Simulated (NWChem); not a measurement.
The numbers come from NWChem runs, not from measurements. System: C₂H₅F, charge 0, spin multiplicity 1, displaced from the optimised geometry. Level: PBE/cc-pVDZ, spin-restricted.

Input file:

```
start mol
memory heap 200 mb stack 900 mb global 1100 mb
geometry units angstroms nocenter noautoz noautosym
  C     -1.177100     0.266809     0.000000
  C      0.318768     0.447774     0.000000
  F      0.948222    -0.773853     0.000000
  H     -1.810092     1.488334     0.000000
  H     -1.501669    -0.290655    -0.891199
  H     -1.501669    -0.290655     0.891199
  H      0.651412     1.007229     0.892239
  H      0.651412     1.007229    -0.892239
end
basis spherical
  * library cc-pvdz
end
dft
  xc xpbe96 cpbe96
  semidirect memsize 60000000 filesize 0
  iterations 100
end
task dft energy
```

Part of the output:

```
             Northwest Computational Chemistry Package (NWChem) 7.3.0
             --------------------------------------------------------

                                NWChem Input Module
                                -------------------

 Scaling coordinates for geometry "geometry" by  1.889725989
 (inverse scale =  0.529177249)

                             Geometry "geometry" -> ""
                             -------------------------

 Output coordinates in angstroms (scale by  1.889725989 to convert to a.u.)

  No.       Tag          Charge          X              Y              Z
 ---- ---------------- ---------- -------------- -------------- --------------
    1 C                    6.0000    -1.17710000     0.26680900     0.00000000
    2 C                    6.0000     0.31876800     0.44777400     0.00000000
    3 F                    9.0000     0.94822200    -0.77385300     0.00000000
    4 H                    1.0000    -1.81009200     1.48833400     0.00000000
    5 H                    1.0000    -1.50166900    -0.29065500    -0.89119900
    6 H                    1.0000    -1.50166900    -0.29065500     0.89119900
    7 H                    1.0000     0.65141200     1.00722900     0.89223900
    8 H                    1.0000     0.65141200     1.00722900    -0.89223900

 Effective nuclear repulsion energy (a.u.)      78.4961178951

            Nuclear Dipole moment (a.u.)
            ----------------------------
        X                 Y               Z
 ---------------- ---------------- ----------------
    -0.2392393102     0.4616657282     0.0000000000


 Summary of "ao basis" -> "" (spherical)
 ------------------------------------------------------------------------------
       Tag                 Description            Shells   Functions and Types
 ---------------- ------------------------------  ------  ---------------------
 *                          cc-pvdz                   on all atoms

  pbe96 is a nonlocal functional; adding pw91lda local functional.

                                 NWChem DFT Module
                                 -----------------

 Summary of "ao basis" -> "ao basis" (spherical)
 ------------------------------------------------------------------------------
       Tag                 Description            Shells   Functions and Types
 ---------------- ------------------------------  ------  ---------------------
 C                          cc-pvdz                  6       14   3s2p1d
 F                          cc-pvdz                  6       14   3s2p1d
 H                          cc-pvdz                  3        5   2s1p

 Summary of "ao basis" -> "ao basis" (spherical)
 ------------------------------------------------------------------------------
       Tag                 Description            Shells   Functions and Types
 ---------------- ------------------------------  ------  ---------------------
 C                          cc-pvdz                  6       14   3s2p1d
 F                          cc-pvdz                  6       14   3s2p1d
 H                          cc-pvdz                  3        5   2s1p

            General Information
            -------------------
          SCF calculation type: DFT
          Wavefunction type:  closed shell.
          No. of atoms     :     8
          No. of electrons :    26
           Alpha electrons :    13
            Beta electrons :    13
          Charge           :     0
          Spin multiplicity:     1
          Use of symmetry is: off; symmetry adaption is: off
          Maximum number of iterations: 100
          AO basis - number of functions:    67
                     number of shells:    33
          Convergence on energy requested:  1.00D-06
          Convergence on density requested:  1.00D-05
          Convergence on gradient requested:  5.00D-04

              XC Information
              --------------
          PerdewBurkeErnzerhof Exchange Functional  1.000
            Perdew 1991 LDA Correlation Functional  1.000 local
           PerdewBurkeErnz. Correlation Functional  1.000 non-local

             Grid Information
             ----------------
          Grid used for XC integration:  medium
          Radial quadrature: Mura-Knowles
          Angular quadrature: Lebedev.
          Tag              B.-S. Rad. Rad. Pts. Rad. Cut. Ang. Pts.
          ---              ---------- --------- --------- ---------
          C                   0.70       49           8.0       434
          F                   0.50       49          10.0       434
          H                   0.35       45           9.0       434
          Grid pruning is: on
          Number of quadrature shells:   372
          Spatial weights used:  Erf1

          Convergence Information
          -----------------------
          Convergence aids based upon iterative change in
          total energy or number of iterations.
          Levelshifting, if invoked, occurs when the
          HOMO/LUMO gap drops below (HL_TOL):  1.00D-02
          DIIS, if invoked, will attempt to extrapolate
          using up to (NFOCK): 10 stored Fock matrices.

                    Damping( 0%)  Levelshifting(0.5)       DIIS
                  --------------- ------------------- ---------------
          dE  on:    start            ASAP                start
          dE off:    2 iters        100 iters           100 iters

      Screening Tolerance Information
      -------------------------------
          Density screening/tol_rho:  1.00D-10
          AO Gaussian exp screening on grid/accAOfunc:  14
          CD Gaussian exp screening on grid/accCDfunc:  20
          XC Gaussian exp screening on grid/accXCfunc:  20
          Schwarz screening/accCoul:  1.00D-08

      Superposition of Atomic Density Guess
      -------------------------------------

 Sum of atomic energies:        -177.21255341

      Non-variational initial energy
      ------------------------------

 Total energy =    -178.466249
 1-e energy   =    -398.021167
 2-e energy   =     141.058800
 HOMO         =      -0.382541
 LUMO         =       0.083931

------------------------------------------------------------
EAF file 0: "./mol.aoints.0" size=524288 bytes
------------------------------------------------------------
               write      read    awrite     aread      wait
               -----      ----    ------     -----      ----
     calls:        1         0         0         0         0
   data(b): 5.24e+05  0.00e+00  0.00e+00  0.00e+00
   time(s): 0.00e+00  0.00e+00  0.00e+00  0.00e+00  0.00e+00
rate(mb/s): 0.00e+00  0.00e+00
------------------------------------------------------------

   convergence    iter        energy       DeltaE   RMS-Dens  Diis-err    time
 ---------------- ----- ----------------- --------- --------- ---------  ------
 d= 0,ls=0.0,diis     1   -178.7672821020 -2.57D+02  1.83D-02  5.10D-01     1.2
 d= 0,ls=0.0,diis     2   -178.7118692212  5.54D-02  9.52D-03  1.22D+00     1.5
 d= 0,ls=0.0,diis     3   -178.8200331110 -1.08D-01  1.54D-03  3.74D-02     1.7
 d= 0,ls=0.0,diis     4   -178.8225137616 -2.48D-03  6.96D-04  4.06D-03     2.0
 d= 0,ls=0.0,diis     5   -178.8229108523 -3.97D-04  2.08D-04  3.35D-04     2.2
  Resetting Diis
 d= 0,ls=0.0,diis     6   -178.8229538047 -4.30D-05  3.54D-05  7.10D-06     2.4
 d= 0,ls=0.0,diis     7   -178.8229545593 -7.55D-07  3.11D-05  1.51D-06     2.7
 d= 0,ls=0.0,diis     8   -178.8229541814  3.78D-07  1.93D-05  4.20D-06     2.9
 d= 0,ls=0.0,diis     9   -178.8229547692 -5.88D-07  1.31D-06  1.09D-08     3.2

         Total DFT energy =     -178.822954769188
      One electron energy =     -400.481877448827
           Coulomb energy =      166.056791293117
    Exchange-Corr. energy =      -22.893986508594
 Nuclear repulsion energy =       78.496117895116

 Numeric. integr. density =       26.000002476949

     Total iterative time =      2.8s

                       DFT Final Molecular Orbital Analysis
                       ------------------------------------

 Vector   11  Occ=2.000000D+00  E=-3.182993D-01
              MO Center= -1.2D+00,  6.5D-01,  1.6D-09, r^2= 2.0D+00
   Bfn.  Coefficient  Atom+Function         Bfn.  Coefficient  Atom+Function
  ----- ------------  ---------------      ----- ------------  ---------------
     5      0.391134  1 C  py                43      0.345943  4 H  s
    44      0.202295  4 H  s                  8      0.186004  1 C  py
    33      0.166715  3 F  py                48     -0.154450  5 H  s
    53     -0.154450  6 H  s                 36      0.107117  3 F  py
    19     -0.098529  2 C  py                58     -0.092982  7 H  s

 Vector   12  Occ=2.000000D+00  E=-2.756578D-01
              MO Center=  3.3D-01, -1.9D-01,  2.9D-09, r^2= 2.1D+00
   Bfn.  Coefficient  Atom+Function         Bfn.  Coefficient  Atom+Function
  ----- ------------  ---------------      ----- ------------  ---------------
    32      0.488705  3 F  px                35      0.344198  3 F  px
     4      0.284428  1 C  px                18     -0.231459  2 C  px
    33      0.225205  3 F  py                 3      0.156782  1 C  s
    36      0.152665  3 F  py                 7      0.140641  1 C  px
    43     -0.132954  4 H  s                 58     -0.122518  7 H  s

 Vector   13  Occ=2.000000D+00  E=-2.682929D-01
              MO Center=  5.8D-01, -4.7D-02, -1.3D-09, r^2= 1.9D+00
   Bfn.  Coefficient  Atom+Function         Bfn.  Coefficient  Atom+Function
  ----- ------------  ---------------      ----- ------------  ---------------
    34      0.503719  3 F  pz                37      0.348950  3 F  pz
    20     -0.279528  2 C  pz                58     -0.261374  7 H  s
    63      0.261374  8 H  s                 59     -0.181810  7 H  s
    64      0.181810  8 H  s                 49     -0.120936  5 H  s
    54      0.120936  6 H  s                  6      0.114934  1 C  pz

 Vector   14  Occ=0.000000D+00  E= 8.835770D-03
              MO Center= -1.3D+00,  1.1D+00, -2.4D-10, r^2= 3.3D+00
   Bfn.  Coefficient  Atom+Function         Bfn.  Coefficient  Atom+Function
  ----- ------------  ---------------      ----- ------------  ---------------
    44      1.076778  4 H  s                  3     -0.885195  1 C  s
    17     -0.444826  2 C  s                  7      0.399789  1 C  px
     8     -0.391516  1 C  py                59      0.321318  7 H  s
    64      0.321318  8 H  s                  5     -0.274269  1 C  py
    43      0.257793  4 H  s                 22     -0.242050  2 C  py

 Vector   15  Occ=0.000000D+00  E= 6.774630D-02
              MO Center= -4.9D-01,  4.9D-01,  9.2D-09, r^2= 4.9D+00
   Bfn.  Coefficient  Atom+Function         Bfn.  Coefficient  Atom+Function
  ----- ------------  ---------------      ----- ------------  ---------------
    17      1.248939  2 C  s                  3      0.843616  1 C  s
    49     -0.803686  5 H  s                 54     -0.803686  6 H  s
    59     -0.795722  7 H  s                 64     -0.795722  8 H  s
     8     -0.686127  1 C  py                44      0.535952  4 H  s
    21      0.346750  2 C  px                22      0.274105  2 C  py

 Vector   16  Occ=0.000000D+00  E= 8.111322D-02
              MO Center= -3.2D-01,  3.9D-01, -4.8D-09, r^2= 5.6D+00
   Bfn.  Coefficient  Atom+Function         Bfn.  Coefficient  Atom+Function
  ----- ------------  ---------------      ----- ------------  ---------------
     3      1.517553  1 C  s                 17     -1.365196  2 C  s
    59      0.905740  7 H  s                 64      0.905740  8 H  s
    49     -0.815900  5 H  s                 54     -0.815900  6 H  s
    22     -0.557052  2 C  py                19     -0.262796  2 C  py
    44     -0.235553  4 H  s                 31     -0.176403  3 F  s

 center of mass
 --------------
 x =   0.16430292 y =  -0.12520002 z =   0.00000000

 moments of inertia (a.u.)
 ------------------
          78.848242115237          57.968156356006           0.000000000000
          57.968156356006         165.958657305150           0.000000000000
           0.000000000000           0.000000000000         221.912514826673

     Multipole analysis of the density
     ---------------------------------

     L   x y z        total         alpha         beta         nuclear
     -   - - -        -----         -----         ----         -------
     0   0 0 0     -0.000000    -13.000000    -13.000000     26.000000

     1   1 0 0     -0.282141     -0.021451     -0.021451     -0.239239
     1   0 1 0      0.426200     -0.017733     -0.017733      0.461666
     1   0 0 1      0.000000      0.000000      0.000000      0.000000

     2   2 0 0    -14.740605    -53.169769    -53.169769     91.598932
     2   1 1 0      0.882459     14.976985     14.976985    -29.071510
     2   1 0 1      0.000000      0.000000      0.000000      0.000000
     2   0 2 0    -14.203915    -27.515745    -27.515745     40.827575
     2   0 1 1     -0.000000     -0.000000     -0.000000      0.000000
     2   0 0 2    -13.690069    -12.524191    -12.524191     11.358313

 Task  times  cpu:        3.2s     wall:        3.2s

 Total times  cpu:        3.2s     wall:        3.2s
```
